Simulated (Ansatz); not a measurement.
Reaction (cleavage of the B–Si bond): `CB[SiH2]CC` + `O[SiH2][SiH3]` → `CBO[SiH2][SiH3]` + `CC[SiH3]`

Calculated with Ansatz (gas phase, PBE0-D4/def2-TZVP geometries, no zero-point term in ΔE). CCSD(T)/CBS adds triple-zeta CCSD(T) − MP2 to the extrapolated MP2 energy (def2 sets, frozen cores). Functionals use def2-TZVPP. One conformer a species, not always the lowest.

CCSD(T)/CBS gives -1.71 eV.

(1) Another level gave -1.59 eV. Which?
A. B2PLYP/def2-TZVPP
B. PBE0/def2-TZVPP
C. ωB97X-V/def2-TZVPP
D. PBE/def2-TZVPP

Largest T1 diagnostic among the species: 0.013.

Results:

(1) D. PBE -1.59, B2PLYP -1.77, ωB97X-V -1.71, PBE0 -1.63 eV.

In def2-TZVPP, CCSD(T) changes the Hartree–Fock value by +0.14 eV (the triples alone add +0.01 eV) and MP2 by +0.10 eV. From PBE to PBE0 (25 % exact exchange), in def2-TZVPP and without D4, ΔE moves by −0.04 eV.
